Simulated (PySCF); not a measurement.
BFH₆Si₂ (calculated)

Calculation on a computer-drawn molecule: the log of a Hartree-Fock and frozen-core CCSD(T) single point meant for a local Hartree-Fock minimum, with one planted fault or none, to be diagnosed. Offsets are logged minus clean, where the clean run is the same molecule without the fault. The reference is restricted for singlets and unrestricted otherwise, and also for a bond in bohr or an excited solution. Adding or removing an electron swaps singlet and doublet. The excited solution moves the top pair (singlet) or top alpha electron (doublet) to the lowest empty orbital. Highest occupied and lowest empty are orbital energies over both spins, largest force is the largest gradient component, triples share is (T) over the correlation energy, the T1 limit is 0.02 restricted and 0.045 unrestricted, electrons count all cores, a negative frequency is imaginary (commonest isotopes), and the dipole is about the centre of nuclear charge. Program: PySCF 2.14.0.

Common to all runs: meant charge 0; meant multiplicity 1; meant basis cc-pV(D+d)Z; logged electrons 48; logged SCF converged yes; logged CC converged yes; logged SCF stable within its kind yes; possible faults no fault, one electron removed, one electron added, multiplicity raised by two, geometry at a saddle point, SCF held on an excited solution, minimal basis STO-3G, one bond length entered in bohr, all coordinates scaled.

(1) BFH₆Si₂

Logged structure:
```xyz
10
BFH6Si2
B      0.9062     1.5915     0.7774
Si     0.7958     0.7669     2.6232
F      0.2291     1.8345     3.7187
Si    -0.6196    -1.1332     2.6745
H      1.3792     0.9507    -0.1206
H      0.4979     2.6906     0.5327
H      2.1521     0.3761     3.0775
H     -0.7225    -1.6620     4.0545
H     -0.0516    -2.1817     1.7919
H     -1.9760    -0.7861     2.1862
```

- logged basis functions: 34
- logged spin squared: 0
- logged highest occupied: -7.944 eV
- logged lowest empty: 6.0323 eV
- logged largest force: 0.028944 hartree/bohr
- logged T1 diagnostic: 0.0084356
- logged D1 diagnostic: 0.022893
- logged triples share: 0.016306
- logged dipole magnitude: 1.0786 debye
- logged energy HF: -697.10245 hartree
- logged energy CCSD(T): -697.27817 hartree
- planted fault: minimal basis STO-3G
- HF energy offset from clean run: 5277 kcal/mol
- CCSD(T) energy offset from clean run: 5504 kcal/mol

Drawn bonds:
| atom | other atom | order |
| --- | --- | --- |
| 1 | 2 | 1 |
| 2 | 3 | 1 |
| 2 | 4 | 1 |
| 1 | 5 | 1 |
| 1 | 6 | 1 |
| 2 | 7 | 1 |
| 4 | 8 | 1 |
| 4 | 9 | 1 |
| 4 | 10 | 1 |

(2) BFH₆Si₂

Logged structure:
```xyz
10
BFH6Si2
B      0.9062     1.5915     0.7774
Si     0.7958     0.7669     2.6232
F      0.2291     1.8345     3.7187
Si    -0.6196    -1.1332     2.6745
H      1.8000     0.3806    -0.9196
H      0.4979     2.6906     0.5327
H      2.1521     0.3761     3.0775
H     -0.7225    -1.6620     4.0545
H     -0.0516    -2.1817     1.7919
H     -1.9760    -0.7861     2.1862
```

- logged basis functions: 104
- logged spin squared: 0.6617
- logged highest occupied: -9.9228 eV
- logged lowest empty: 0.51259 eV
- logged largest force: 0.01828 hartree/bohr
- logged T1 diagnostic: 0.056028
- logged D1 diagnostic: 0.27005
- logged triples share: 0.026755
- logged dipole magnitude: 0.78754 debye
- logged energy HF: -705.39211 hartree
- logged energy CCSD(T): -705.93018 hartree
- planted fault: one bond length entered in bohr, row 4 of the drawn bonds
- HF energy offset from clean run: 74.68 kcal/mol
- CCSD(T) energy offset from clean run: 74.32 kcal/mol

Drawn bonds:
| atom | other atom | order |
| --- | --- | --- |
| 1 | 2 | 1 |
| 2 | 3 | 1 |
| 2 | 4 | 1 |
| 1 | 5 | 1 |
| 1 | 6 | 1 |
| 2 | 7 | 1 |
| 4 | 8 | 1 |
| 4 | 9 | 1 |
| 4 | 10 | 1 |

Notes: T1 above single-reference limit.

(3) BFH₆Si₂

Logged structure:
```xyz
10
BFH6Si2
B      0.9261     1.6265     0.7945
Si     0.8133     0.7838     2.6810
F      0.2341     1.8749     3.8005
Si    -0.6332    -1.1581     2.7334
H      1.4095     0.9716    -0.1233
H      0.5088     2.7498     0.5444
H      2.1994     0.3843     3.1452
H     -0.7384    -1.6985     4.1437
H     -0.0528    -2.2297     1.8313
H     -2.0194    -0.8034     2.2343
```

* logged basis functions: 104
* logged spin squared: 0
* logged highest occupied: -10.597 eV
* logged lowest empty: 0.90171 eV
* logged largest force: 0.014684 hartree/bohr
* logged T1 diagnostic: 0.013551
* logged D1 diagnostic: 0.033529
* logged triples share: 0.021834
* logged dipole magnitude: 1.8488 debye
* logged energy HF: -705.50713 hartree
* logged energy CCSD(T): -706.04644 hartree
* planted fault: all coordinates scaled, by +2.2 %
* HF energy offset from clean run: 2.503 kcal/mol
* CCSD(T) energy offset from clean run: 1.366 kcal/mol

Drawn bonds:
| atom | other atom | order |
| --- | --- | --- |
| 1 | 2 | 1 |
| 2 | 3 | 1 |
| 2 | 4 | 1 |
| 1 | 5 | 1 |
| 1 | 6 | 1 |
| 2 | 7 | 1 |
| 4 | 8 | 1 |
| 4 | 9 | 1 |
| 4 | 10 | 1 |
